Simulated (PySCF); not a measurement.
Zr(Cl)3(OH) (Cl3HOZr), SMILES [OH][Zr]([Cl])([Cl])[Cl], multiplicity 1.

Geometry optimised at PBE0-D3(BJ)/def2-SVP. The spin state was assumed, not searched. The isomer is the one that the SMILES or the coordinates give; other isomers of the formula were not compared. The def2 effective core potentials stand for the cores of Zr; spin–orbit coupling is left out. The values are those of a single conformer.

Two levels are set side by side: PBE/def2-TZVP (PySCF) and M06-2X/def2-TZVP (PySCF). Same geometry, gas phase. Differences are taken from unrounded values.

```json
[
 {"quantity": "orbital gap (eV)", "M06-2X": "9.43", "PBE": "5.14", "PBE minus M06-2X": "-4.29"},
 {"quantity": "highest occupied level (eV)", "M06-2X": "-10.62", "PBE": "-7.92", "PBE minus M06-2X": "2.70"},
 {"quantity": "lowest empty level (eV)", "M06-2X": "-1.20", "PBE": "-2.78", "PBE minus M06-2X": "-1.58"},
 {"quantity": "dipole moment (D)", "M06-2X": "2.96", "PBE": "2.94", "PBE minus M06-2X": "-0.02"},
 {"quantity": "mean polarisability (bohr³)", "M06-2X": "77.9", "PBE": "83.0", "PBE minus M06-2X": "5.1"}
]
```

Without exact exchange PBE keeps part of each electron's self-repulsion, which lifts occupied levels and narrows the gap. PBE's more diffuse valence density responds more strongly to a field. Differences between two approximate levels are no errors against the true value.

Rough cost on one machine, each run with all the roots and properties that it gave: M06-2X against PBE about 3 times.
